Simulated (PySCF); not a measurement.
Oxygen: a sound run and one with changed settings

Sound run: O⁺ [He] 2s2 2p3, O²⁺ [He] 2s2 2p2. Computed with PySCF 2.14 in x2c-SVPall, with the spin-free X2C one-electron Hamiltonian (Gaussian nucleus). In the sound run the correlated levels freeze 1s2. The sound run starts from symmetry-adapted Hartree-Fock orbitals and uses a fine grid where one is needed.

Changed run: initial guess sap, at most 50 SCF cycles, level shift 2.0 hartree.

```json
{"species": "O⁺", "method": "UHF", "sound run (hartree)": "-74.32809", "changed run (hartree)": "-74.32809", "converged": "yes"}
{"species": "O⁺", "method": "LDA", "sound run (hartree)": "-73.97209", "changed run (hartree)": "-73.97209", "converged": "yes"}
{"species": "O⁺", "method": "PBE", "sound run (hartree)": "-74.45727", "changed run (hartree)": "-74.45727", "converged": "yes"}
{"species": "O⁺", "method": "MP2", "sound run (hartree)": "-74.39708", "changed run (hartree)": "-74.36628", "converged": "yes"}
{"species": "O⁺", "method": "CCSD(T)", "sound run (hartree)": "-74.41259", "changed run (hartree)": "-74.41259", "converged": "yes"}
{"species": "O²⁺", "method": "UHF", "sound run (hartree)": "-73.05232", "changed run (hartree)": "-73.05232", "converged": "yes"}
{"species": "O²⁺", "method": "LDA", "sound run (hartree)": "-72.65844", "changed run (hartree)": "-72.65844", "converged": "yes"}
{"species": "O²⁺", "method": "PBE", "sound run (hartree)": "-73.15456", "changed run (hartree)": "-73.15456", "converged": "yes"}
{"species": "O²⁺", "method": "MP2", "sound run (hartree)": "-73.10718", "changed run (hartree)": "-73.08128", "converged": "yes"}
{"species": "O²⁺", "method": "CCSD(T)", "sound run (hartree)": "-73.13052", "changed run (hartree)": "-73.13052", "converged": "yes"}
```

Ionisation energy of O⁺:

```
 method  sound run (eV)  changed run (eV)
    UHF          34.716            34.716
    LDA          35.746            35.746
    PBE          35.449            35.449
    MP2          35.100            34.967
SCS-MP2          34.902            34.861
   CCSD          34.888            34.888
CCSD(T)          34.887            34.887
```

A level shift leaves the converged SCF energy unchanged but raises the virtual orbital energies, which shrinks MP2 if it is not removed.

For comparison, NIST gives 35.121 eV between the lowest levels.
